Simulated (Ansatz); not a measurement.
Cartesian coordinates in Å:
```
C 0.558 -1.027 1.470
C 0.324 -1.268 0.190
O -0.083 -0.330 -0.702
Ga -0.462 1.637 -0.436
Al -0.471 -0.406 -2.511
H 0.880 -1.835 2.113
H 0.438 -0.042 1.905
H 0.445 -2.258 -0.243
H -1.753 1.712 0.438
H -0.796 1.509 -2.067
H 0.920 2.308 -0.157
```

Total charge 0; spin multiplicity 1. The bonds changed during the relaxation, so this is another structure than the one it started from.

List the r2SCAN/def2-TZVPP orbital energies in eV (Ansatz 0.2.0). (An estimate is asked.)

The calculation gave: Occupied: -10121.96, -1517.66, -1244.15, -1100.56, -1100.51, -1100.48, -517.18, -275.10, -273.07, -147.74, -110.98, -100.62, -100.49, -100.38, -71.23, -71.18, -71.11, -27.92, -20.39, -20.22, -20.14, -20.12, -20.06, -19.84, -15.92, -13.87, -12.67, -11.03, -10.87, -10.45, -9.21, -8.30, -7.60, -6.48, -5.64. Lowest empty: -2.15, -1.47, -0.57, -0.56, 0.87, 1.18, 1.68, 2.18.
